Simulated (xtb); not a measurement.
C4H11O, charge +1, singlet, from a rough starting geometry; GFN2-xTB in xtb 6.7.1.

The xtb input:
```
$ xtb mol.xyz --gfn 2 --chrg 1 --opt vtight --json

# file mol.xyz
16

C     -1.98552016     0.21131270    -0.25913612
C     -1.09950614    -0.17395857     0.85455017
C      0.40866821     0.26386145     0.63052122
C      1.09288441    -0.42615820    -0.58977958
O      2.48085621    -0.10831817    -0.72162152
H     -3.01036495     0.03709598     0.00462422
H     -1.75075151    -0.32901986    -1.23022370
H     -1.86954076     1.29999866    -0.50284884
H     -1.42943085     0.28984636     1.82444849
H     -1.12882650    -1.22106996     0.97270450
H      0.40384919     1.35346458     0.49662643
H      0.90622677    -0.00768245     1.48591732
H      0.58499603    -0.15260259    -1.53022616
H      0.93634307    -1.53530231    -0.52822475
H      2.61328548     0.90296068    -0.80493292
H      2.93009752    -0.33951182     0.05977638
```

What does xtb print? Leave out banner, timings and long lists.


```
   ID    Z sym.   atoms
    1    6 C      1-4
    2    8 O      5
    3    1 H      6-16

           -------------------------------------------------
          |                Calculation Setup                |
           -------------------------------------------------

           -------------------------------------------------
          |                 G F N 2 - x T B                 |
           -------------------------------------------------

          ...................................................
          :                      SETUP                      :
          :.................................................:
          :  # basis functions                  31          :
          :  # atomic orbitals                  31          :
          :  # shells                           21          :
          :  # electrons                        32          :
          :  max. iterations                   250          :
          :  Hamiltonian                  GFN2-xTB          :
          :  restarted?                      false          :
          :  GBSA solvation                  false          :
          :  PC potential                    false          :
          :  electronic temp.          300.0000000     K    :
          :  accuracy                    1.0000000          :
          :  -> integral cutoff          0.2500000E+02      :
          :  -> integral neglect         0.1000000E-07      :
          :  -> SCF convergence          0.1000000E-05 Eh   :
          :  -> wf. convergence          0.1000000E-03 e    :
          :  Broyden damping             0.4000000          :
          :  net charge                          1          :
          :  unpaired electrons                  0          :
          ...................................................

 iter      E             dE          RMSdq      gap      omega  full diag
   1    -17.9454096 -0.179454E+02  0.307E+00   11.08       0.0  T
   2    -17.9718514 -0.264418E-01  0.206E+00    9.24       1.0  T
   3    -17.9751338 -0.328245E-02  0.798E-01    7.81       1.0  T
   4    -17.9755376 -0.403713E-03  0.203E-01    7.30       1.0  T
   5    -17.9756524 -0.114820E-03  0.789E-02    7.46       1.0  T
   6    -17.9756558 -0.340615E-05  0.179E-02    7.51       1.4  T
   7    -17.9756568 -0.102269E-05  0.511E-03    7.52       4.9  T
   8    -17.9756568 -0.349256E-07  0.199E-03    7.51      12.6  T
   9    -17.9756568 -0.646873E-08  0.433E-04    7.51      57.7  T
  10    -17.9756568 -0.129180E-09  0.193E-04    7.51     129.8  T

   *** convergence criteria satisfied after 10 iterations ***

         :::::::::::::::::::::::::::::::::::::::::::::::::::::
         ::                     SUMMARY                     ::
         :::::::::::::::::::::::::::::::::::::::::::::::::::::
         :: total energy             -17.746989376392 Eh    ::
         :: gradient norm              0.142550265800 Eh/a0 ::
         :: HOMO-LUMO gap              7.514314804003 eV    ::
         ::.................................................::
         :: SCC energy               -17.975644663945 Eh    ::
         :: -> isotropic ES            0.116562248612 Eh    ::
         :: -> anisotropic ES         -0.002085704841 Eh    ::
         :: -> anisotropic XC          0.009438015773 Eh    ::
         :: -> dispersion             -0.006644182425 Eh    ::
         :: repulsion energy           0.228655287554 Eh    ::
         :: add. restraining           0.000000000000 Eh    ::
         :: total charge               1.000000000000 e     ::
         :::::::::::::::::::::::::::::::::::::::::::::::::::::

      -----------------------------------------------------------
     |                   =====================                   |
     |                        A N C O P T                        |
     |                   =====================                   |
     |               Approximate Normal Coordinate               |
     |                Rational Function Optimizer                |
      -----------------------------------------------------------
      -----------------------------------------------------------
     |                   =====================                   |
     |                        A N C O P T                        |
     |                   =====================                   |
     |               Approximate Normal Coordinate               |
     |                Rational Function Optimizer                |
      -----------------------------------------------------------

          ...................................................
          :                      SETUP                      :
          :.................................................:
          :   optimization level         verytight          :
          :   max. optcycles                   320          :
          :   ANC micro-cycles                  20          :
          :   degrees of freedom                42          :
          :.................................................:
          :   RF solver                   davidson          :
          :   write xtbopt.log                true          :
          :   linear?                        false          :
          :   energy convergence         0.1000000E-06 Eh   :
          :   grad. convergence          0.2000000E-03 Eh/α :
          :   maxmium RF displ.          1.0000000          :
          :   Hlow (freq-cutoff)         0.1000000E-01      :
          :   Hmax (freq-cutoff)         5.0000000          :
          :   S6 in model hess.         20.0000000          :
          ...................................................

generating ANC from exact Hessian ...
Using Lindh-Hessian (1995)
 Shifting diagonal of input Hessian by    7.3203045269734906E-003
 Lowest  eigenvalues of input Hessian
    0.000000    0.000000    0.000000    0.000000    0.000000    0.000000
    0.010000    0.010964    0.012577    0.020206    0.020372    0.026769
[...]
 * total energy  :   -17.7637434 Eh     change       -0.2446342E-02 Eh
 * total energy  :   -17.7639136 Eh     change       -0.1701981E-03 Eh
 * total energy  :   -17.7639773 Eh     change       -0.6372105E-04 Eh
 * total energy  :   -17.7639886 Eh     change       -0.1131312E-04 Eh
 * total energy  :   -17.7639907 Eh     change       -0.2055068E-05 Eh
 * total energy  :   -17.7639912 Eh     change       -0.5250458E-06 Eh
 * total energy  :   -17.7639915 Eh     change       -0.3132289E-06 Eh
 * total energy  :   -17.7639918 Eh     change       -0.2787349E-06 Eh
 * total energy  :   -17.7639921 Eh     change       -0.2643036E-06 Eh
 * total energy  :   -17.7639923 Eh     change       -0.2099494E-06 Eh
 * total energy  :   -17.7639924 Eh     change       -0.1303648E-06 Eh
 * total energy  :   -17.7639925 Eh     change       -0.7916079E-07 Eh
   *** GEOMETRY OPTIMIZATION CONVERGED AFTER 14 ITERATIONS ***
         :: total energy             -17.763992504885 Eh    ::
[...]

           -------------------------------------------------
          |                Property Printout                |
           -------------------------------------------------

    * Orbital Energies and Occupations

         #    Occupation            Energy/Eh            Energy/eV
      -------------------------------------------------------------
         1        2.0000           -0.9931694             -27.0255
       ...           ...                  ...                  ...
         4        2.0000           -0.8340529             -22.6957
         5        2.0000           -0.7936628             -21.5967
         6        2.0000           -0.7566988             -20.5908
         7        2.0000           -0.7407012             -20.1555
         8        2.0000           -0.7141637             -19.4334
         9        2.0000           -0.6954674             -18.9246
        10        2.0000           -0.6721815             -18.2910
        11        2.0000           -0.6491349             -17.6639
        12        2.0000           -0.6367969             -17.3281
        13        2.0000           -0.6187990             -16.8384
        14        2.0000           -0.5890867             -16.0299
        15        2.0000           -0.5743285             -15.6283
        16        2.0000           -0.5670174             -15.4293 (HOMO)
        17                         -0.3083268              -8.3900 (LUMO)
        18                         -0.1771050              -4.8193
        19                         -0.0876769              -2.3858
        20                         -0.0766114              -2.0847
        21                         -0.0501947              -1.3659
        22                         -0.0320108              -0.8711
        23                         -0.0177251              -0.4823
        24                         -0.0029244              -0.0796
        25                          0.0103111               0.2806
        26                          0.0374757               1.0198
        27                          0.0688297               1.8730
       ...                                ...                  ...
        31                          0.1613471               4.3905
      -------------------------------------------------------------
                  HL-Gap            0.2586906 Eh            7.0393 eV
             Fermi-level           -0.4376721 Eh          -11.9097 eV

     #   Z          covCN         q      C6AA      α(0)
     1   6 C        3.752    -0.124    22.938     6.830
     2   6 C        3.802    -0.065    21.755     6.641
     3   6 C        3.800    -0.087    22.162     6.703
     4   6 C        3.666     0.021    20.484     6.490
     5   8 O        2.443    -0.219    17.602     5.666
     6   1 H        0.925     0.070     2.086     2.259
     7   1 H        0.925     0.041     2.438     2.442
     8   1 H        0.925     0.052     2.295     2.369
     9   1 H        0.925     0.074     2.045     2.236
    10   1 H        0.924     0.056     2.247     2.344
    11   1 H        0.924     0.069     2.100     2.266
    12   1 H        0.924     0.062     2.170     2.304
    13   1 H        0.925     0.130     1.539     1.940
    14   1 H        0.924     0.126     1.569     1.959
    15   1 H        0.803     0.398     0.488     1.097
    16   1 H        0.802     0.398     0.489     1.098

 Mol. C6AA /au·bohr⁶  :       1373.766514
 Mol. C8AA /au·bohr⁸  :      28430.189396
 Mol. α(0) /au        :         54.643701

Wiberg/Mayer (AO) data.
largest (>0.10) Wiberg bond orders for each atom

 ---------------------------------------------------------------------------
     #   Z sym  total        # sym  WBO       # sym  WBO       # sym  WBO
 ---------------------------------------------------------------------------
     1   6 C    3.990 --     2 C    1.021     7 H    0.986     8 H    0.986
                             6 H    0.982
     2   6 C    3.984 --     1 C    1.021     3 C    0.986    10 H    0.976
                             9 H    0.972
     3   6 C    3.978 --     4 C    1.016     2 C    0.986    11 H    0.971
                            12 H    0.970
     4   6 C    3.797 --     3 C    1.016    14 H    0.961    13 H    0.959
                             5 O    0.827
     5   8 O    2.513 --     4 C    0.827    15 H    0.826    16 H    0.825
     6   1 H    0.995 --     1 C    0.982
     7   1 H    0.998 --     1 C    0.986
     8   1 H    0.997 --     1 C    0.986
     9   1 H    0.995 --     2 C    0.972
    10   1 H    0.997 --     2 C    0.976
    11   1 H    0.995 --     3 C    0.971
    12   1 H    0.996 --     3 C    0.970
    13   1 H    0.983 --     4 C    0.959
    14   1 H    0.984 --     4 C    0.961
    15   1 H    0.841 --     5 O    0.826
    16   1 H    0.842 --     5 O    0.825
 ---------------------------------------------------------------------------

Topologies differ in total number of bonds
Writing topology from bond orders to xtbtopo.mol

molecular dipole:
                 x           y           z       tot (Debye)
 q only:        3.188       0.123      -0.473
   full:        3.464       0.254      -0.376       8.880
molecular quadrupole (traceless):
                xx          xy          yy          xz          yz          zz
 q only:       16.530       1.680      -8.209      -3.162      -1.096      -8.321
  q+dip:       15.945       2.148      -7.062      -2.056      -1.783      -8.883
   full:       16.908       2.418      -7.745      -2.090      -1.743      -9.164

optimized geometry written to: xtbopt.xyz

           -------------------------------------------------
          | TOTAL ENERGY              -17.763992504885 Eh   |
          | GRADIENT NORM               0.000045066878 Eh/α |
          | HOMO-LUMO GAP               7.039329221865 eV   |
           -------------------------------------------------

normal termination of xtb
```
